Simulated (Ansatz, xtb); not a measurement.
# Isomers of C6H7O2P in order of energy

5 gas-phase structures of C6H7O2P, from a drawn sample of its isomers (lower ones may exist). Each was relaxed with GFN2-xTB; where two conformers were screened, the lower at r2SCAN-D4/def2-SVP//GFN2-xTB is listed:

A. `COC1=PC=C(O)C=C1`, a singlet
B. `COC1=CP=C(O)C=C1`, a singlet
C. `COC1=CP=CC(O)=C1`, a singlet
D. `COC1=PC=CC(O)=C1`, a singlet
E. `COC1=CC=CC(O)=P1`, a singlet

Estimate their order in r2SCAN-D4/def2-SVP//GFN2-xTB energy at these geometries, lowest first.

Calculated order at r2SCAN-D4/def2-SVP//GFN2-xTB: C (0.000), D (0.036), A (0.103), E (0.117), B (0.136) eV. Less than 1 kcal/mol parts C and D; A and E; E and B, so the order within those pairs means little.

Energies above the lowest of each column, in eV; the last columns are at r2SCAN-D4/def2-SVP geometries:

```
structure  GFN2-xTB  HF/STO-3G  r2SCAN-D4/def2-SVP//GFN2-xTB  r2SCAN-D4/def2-SVP  CCSD(T)/def2-SVP + ΔMP2/def2-TZVPP
        C     0.000      0.025                         0.000               0.000                               0.000
        D     0.009      0.000                         0.036               0.025                               0.100
        A     0.027      0.080                         0.103               0.096                               0.133
        E     0.064      0.094                         0.117               0.105                               0.200
        B     0.112      0.139                         0.136               0.133                               0.163
```

CCSD(T)/def2-SVP + ΔMP2/def2-TZVPP puts C lowest; HF/STO-3G picks D. CCSD(T)/def2-SVP + ΔMP2/def2-TZVPP orders those it was run on as C (0.000), D (0.100), A (0.133), B (0.163), E (0.200) eV. Less than 1 kcal/mol parts D and A; A and B; B and E, so the order within those pairs means little. Flexible structures stand in one conformer each, not always the lowest. ΔMP2 is the change of the MP2 energy from the smaller to the larger basis.

Over these structures GFN2-xTB departs from r2SCAN-D4/def2-SVP//GFN2-xTB by 0.023 eV on average once a common shift is removed. A GFN2-xTB relaxation took about 0.074 s and the r2SCAN-D4/def2-SVP//GFN2-xTB energy about 5.7 s on a shared host (Ansatz 0.2.0, xtb 6.7.1).
